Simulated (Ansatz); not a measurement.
Complex (SMILES): F (HF) with [H][H] (H2), atoms 1 to 2 the first; geometry from B3LYP-D3(BJ)/def2-TZVP, monomers rigid:
```xyz
4

F     -0.0503     0.0090    -0.4113
H     -0.1533    -0.6305     0.2513
H     -0.6250    -2.1461     1.4219
H     -0.1185    -1.7955     1.8432
```

Interaction energy at MP2 with Ansatz (a quantum-chemistry and plane-wave program), kcal/mol, without and with the counterpoise correction (monomers among the partner's ghost functions). Cartesian d functions, on some or all atoms, in 6-31G*; all else is spherical. Cores are frozen. No added dispersion term, no relativity. Reference, counterpoise-corrected: Hartree-Fock in aug-cc-pV5Z plus the correlation part extrapolated as X^-3 from aug-cc-pVQZ and aug-cc-pV5Z, -1.03.

```
basis        functions  uncorrected  counterpoise  counterpoise correction  mean of both
-----------  ---------  -----------  ------------  -----------------------  ------------
pcseg-0             15         0.91          1.50                     0.58          1.20
def2-SV(P)          20        -0.18          0.54                     0.73          0.18
6-31G*              21         0.30          0.69                     0.39          0.50
def2-SVP            29        -0.67         -0.09                     0.58         -0.38
pcseg-1             29        -0.50          0.16                     0.66         -0.17
def2-SVPD           47        -1.49         -0.73                     0.76         -1.11
cc-pVTZ             72        -1.05         -0.64                     0.41         -0.85
def2-TZVPPD         91        -1.02         -0.87                     0.15         -0.94
cc-pVQZ            145        -1.07         -0.88                     0.18         -0.97
pcseg-3            159        -1.05         -0.96                     0.09         -1.00
aug-cc-pVQZ        218        -1.10         -1.00                     0.11         -1.05
pcseg-4            284        -1.05         -1.00                     0.04         -1.03
```

The corrected value lies nearer the reference in 2 of 12 rows.
